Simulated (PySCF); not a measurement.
# Two probes of the same atoms: core binding energy and nuclear shielding

C₅H₁₀OSi₂.
Atom-mapped SMILES: `[CH3:1][C:2]#[C:3][Si@@H:4]1[CH2:5][CH2:6][SiH2:7][O:8]1`

Binding energies: delta-SCF UKS SCAN, pcX-2 on the ionised atom, pcseg-1 elsewhere, spin-free X2C (PySCF). Shieldings: GIAO PBE0/pcSseg-1, non-relativistic, same geometry.

| atom | C 1s (eV) |
| --- | --- |
| C1 | 291.73 |
| C2 | 290.36 |
| C3 | 289.49 |
| C5 | 290.05 |
| C6 | 290.13 |

Question: What are the absolute isotropic shieldings of these atoms?

Answer: 
```csv
atom,environment,C 1s (eV),isotropic shielding (ppm)
C3,alkyne carbon,289.49,98.5
C5,sp3 carbon bound to silicon,290.05,173.3
C6,sp3 carbon bound to silicon,290.13,177.3
C2,alkyne carbon,290.36,72.2
C1,propargylic carbon,291.73,178.7
```

Question: Among the listed atoms, is the one with the highest binding energy also the least shielded?

Answer: No. The highest binding energy is at C1 (291.73 eV, shielding 178.7 ppm), the lowest shielding at C2 (72.2 ppm, 290.36 eV).

By binding energy: C3 < C5 < C6 < C2 < C1. By shielding: C2 < C3 < C5 < C6 < C1.

The unrestricted hole states depart most from a pure doublet (⟨S²⟩ = 0.75; over 0.85 named) for C 1s of C2 (0.87), which makes this value less certain. One conformer (not necessarily the lowest) at the PBE0-D3(BJ)/def2-SVP geometry, without solvent, vibrations or thermal averaging.
